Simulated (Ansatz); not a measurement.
Two isomers of C2H7NO2Si: A = `C=C[Si](N)(O)O`, B = `C[SiH](O)C(N)=O`.

Computed with Ansatz on PBE0-D4/def2-TZVP structures; ΔE is electronic, products minus reactants. CBS: MP2 limit from def2 TZ/QZ plus the TZ coupled-cluster correction, frozen cores. DFT in def2-TZVPP. One conformer a species, not always the lowest.

A:

```xyz
13

C     0.055    0.340    2.094
C    -0.167    0.964    0.940
Si   -0.118    0.118   -0.706
N     0.812   -1.308   -0.531
O    -1.579   -0.343   -1.312
O     0.418    1.259   -1.756
H     0.294   -0.720    2.128
H     0.008    0.854    3.051
H    -0.404    2.026    0.966
H     1.725   -1.264   -0.108
H     0.783   -2.016   -1.248
H    -2.030   -1.043   -0.838
H     0.203    1.133   -2.682
```

B:

```xyz
13

C     0.325    0.697    1.692
Si   -0.520   -0.489    0.536
O    -2.145   -0.297    0.510
C    -0.073   -0.134   -1.306
N     1.186   -0.245   -1.778
O    -1.004    0.219   -2.020
H    -0.040    0.556    2.713
H     0.131    1.731    1.400
H     1.407    0.536    1.700
H    -0.142   -1.885    0.889
H    -2.426   -0.045   -0.382
H     1.366   -0.062   -2.753
H     1.936   -0.583   -1.202
```

Problem. Which isomer does CCSD(T)/CBS put lower? Give the gap. (An estimate is asked.)

Solution. Ansatz gave: A, by 165.1 kJ/mol.

Problem. Give E(B) − E(A) in kJ/mol with PBE0-D4, CCSD(T)/def2-TZVPP, CCSD/def2-TZVPP, ωB97M-V, B2PLYP, r2SCAN-D4, PBE-D4. (Estimate.)

Solution. Ansatz gave: PBE0-D4 129.8, CCSD(T)/def2-TZVPP 159.2, CCSD/def2-TZVPP 164.3, ωB97M-V 148.2, B2PLYP 146.8, r2SCAN-D4 133.1, PBE-D4 112.4. None reverses the order clearly.

Largest T1 diagnostic: 0.015.

In def2-TZVPP, CCSD(T) changes the Hartree–Fock value by −6.8 kJ/mol (the triples alone add −5.1 kJ/mol) and MP2 by −3.5 kJ/mol. From PBE to PBE0 (25 % exact exchange), in def2-TZVPP and without D4, E(B) − E(A) moves by +17.8 kJ/mol.
